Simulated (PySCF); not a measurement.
As: excitation energy

As [Ar] 3d10 4s2 4p3 (4S) → As [Ar] 3d10 4s2 4p2 5s1 (4P), as a difference of total energies. Computed with PySCF 2.14 in aug-cc-pwCVTZ-PP with ECP10MDF (8s7p6d4f1g, 96 functions), with a scalar-relativistic core potential. Correlated levels: valence: 3s2 3p6 3d10 frozen; valence and next inner shell: nothing frozen outside the core potential. The calculations carry no spin-orbit coupling.

| method | excitation energy (eV) |
| --- | --- |
| UHF | 6.291 |
| LDA | 6.290 |
| r2SCAN | 6.655 |
| B2PLYP | 6.368 |
| wB97X-V | 6.397 |
| PBEsol | 6.311 |
| MP2 (valence) | 6.528 |
| SCS-MP2 (valence) | 6.462 |
| MP2 (valence and next inner shell) | 6.577 |
| SCS-MP2 (valence and next inner shell) | 6.488 |

Problem. Estimate what PBE gives.

Solution. 6.248 eV, closest to LDA among the rows shown.

Problem. Estimate what PBE0 gives.

Solution. 6.394 eV, closest to wB97X-V among the rows shown.

Errors of the correlated levels include the incompleteness of this basis and the frozen core.

For comparison: 6.460 eV (measured; NIST levels, between the centres of gravity of the two terms).
